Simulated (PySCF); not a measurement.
**Deuteron quadrupole couplings in `CS[SiH2][SiH]1C[SiH2]C1`**

Compound: C3H12SSi3.
Numbering: `[CH3:1][S:2][SiH2:3][SiH:4]1[CH2:5][SiH2:6][CH2:7]1` (hydrogens: H8, H9, H10 on C1; H11, H12 on Si3; H13 on Si4; H14, H15 on C5; H16, H17 on Si6; H18, H19 on C7)

Structure used (GFN2-xTB), in Å, numbered top down from 1:
```
atom  x, y, z in Å
C1     4.145    0.215    0.043
S2     2.736   -0.748   -0.579
Si3    1.140    0.644   -0.195
Si4   -0.809   -0.278   -0.997
C5    -2.298    0.893   -0.652
Si6   -3.081   -0.338    0.589
C7    -1.657   -1.554    0.167
H8     3.977    0.478    1.083
H9     4.267    1.110   -0.560
H10    5.023   -0.416   -0.044
H11    1.583    1.896   -0.824
H12    1.223    0.911    1.247
H13   -0.765   -0.733   -2.397
H14   -2.040    1.864   -0.235
H15   -2.917    1.088   -1.523
H16   -4.418   -0.815    0.232
H17   -3.070    0.132    1.976
H18   -1.061   -1.880    1.015
H19   -1.990   -2.458   -0.336
```

Level: PBE0/pcSseg-1 (PySCF, non-relativistic); Q(2H) = 0.00286 b; rigid geometry, the same for H and D, with no vibrational averaging.

Question: Rank these positions by the coupling χzz of a deuteron there, largest first.
A. H15 (methylene hydrogen)
B. H11 (Si–H hydrogen)
C. H8 (methyl hydrogen)

Answer: A (223 kHz), C (211 kHz), B (107 kHz).

Q: Tabulate Vzz, the asymmetry η and χzz = 234.96 MHz × Q × Vzz for every hydrogen position.

A: 
| atom | bonded to | bond length (Å) | Vzz (au) | η | χzz (kHz) |
| --- | --- | --- | --- | --- | --- |
| H8 | C1 | 1.086 | 0.3145 | 0.03 | 211 |
| H9 | C1 | 1.086 | 0.3144 | 0.03 | 211 |
| H10 | C1 | 1.085 | 0.3178 | 0.04 | 214 |
| H11 | Si3 | 1.469 | 0.1596 | 0.03 | 107 |
| H12 | Si3 | 1.469 | 0.1597 | 0.03 | 107 |
| H13 | Si4 | 1.473 | 0.1567 | 0.01 | 105 |
| H14 | C5 | 1.088 | 0.3300 | 0.02 | 222 |
| H15 | C5 | 1.086 | 0.3324 | 0.03 | 223 |
| H16 | Si6 | 1.464 | 0.1628 | 0.00 | 109 |
| H17 | Si6 | 1.465 | 0.1621 | 0.01 | 109 |
| H18 | C7 | 1.087 | 0.3298 | 0.02 | 222 |
| H19 | C7 | 1.087 | 0.3305 | 0.02 | 222 |

Q: Average by the element that carries the hydrogen.

A: on C: 218 kHz over 7 positions, mean bond length 1.086 Å; on Si: 108 kHz over 5 positions, mean bond length 1.468 Å.

Q: Give the 2H NMR doublet splittings at H13 for a magnetic field along the z, y and x axes of the gradient: 3χ/2, 3χ(1 + η)/4, 3χ(1 − η)/4.

A: With |χ| = 105.3 kHz and η = 0.007: 158, 80 and 78 kHz, to first order and without motion.

One conformer (not necessarily the lowest) at the GFN2-xTB geometry, without solvent, vibrations or thermal averaging. GFN2-xTB bond lengths can be off by several hundredths of an ångström, more for odd bonds, and the gradients follow them. The small basis limits the accuracy of the gradients.
